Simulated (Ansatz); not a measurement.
Ansatz (a quantum-chemistry and plane-wave program) input for Si(F)3(SiH3) (F3H3Si2), SMILES F[Si](F)(F)[SiH3], PBE/def2-SVPD. Geometry optimised at PBE0-D3(BJ)/def2-SVP.

Ansatz 0.2 input:
```yaml
crystal:
  periodic: [false, false, false]
  atoms:
    - {symbol: F, position_ang: [1.29172324, 0.74577676, -1.02569261]}
    - {symbol: Si, position_ang: [-0.00000000, -0.00000000, -0.42652983]}
    - {symbol: F, position_ang: [-1.29172324, 0.74577676, -1.02569261]}
    - {symbol: F, position_ang: [0.00000000, -1.49155352, -1.02569261]}
    - {symbol: Si, position_ang: [0.00000000, 0.00000000, 1.89614147]}
    - {symbol: H, position_ang: [0.00000000, 1.41291377, 2.37304589]}
    - {symbol: H, position_ang: [1.22361921, -0.70645688, 2.37304588]}
    - {symbol: H, position_ang: [-1.22361921, -0.70645688, 2.37304588]}
basis:
  gaussian:
    orbitals: def2-SVPD
hamiltonian:
  xc: {name: PBE}
```

Program output:

```
WARN ansatz: RAYON_NUM_THREADS=1 ignored (pool sized by the plan → 1); use --threads N
Functional definition: PBE
integrals: 0.07 GiB planned
1203 factors; their error is unknown
mean field: 0.47 GiB planned
mean field evaluation 1: about -23928.0873 eV, gradient 5.6e1 eV
mean field evaluation 2: about -23911.4566 eV, gradient 1.2e2 eV
mean field evaluation 4: about -23933.0110 eV, gradient 2.1e0 eV
mean field evaluation 8: about -23932.9961 eV, gradient 2.8e-2 eV
mean field -23932.99606530 eV, -879.5213830324 hartree, gradient 4.5e-5 eV, S^2 0.000000; 0 other end points of the search recorded, 0 dependent functions left out
reference -23932.99611601 eV, -879.5213848960 hartree; 29, 29 occupied and 112, 112 virtual orbitals, 1203 factors
Total energy: -23932.99611601 eV, -879.5213848960 hartree
```

The calculation finished and met its thresholds.
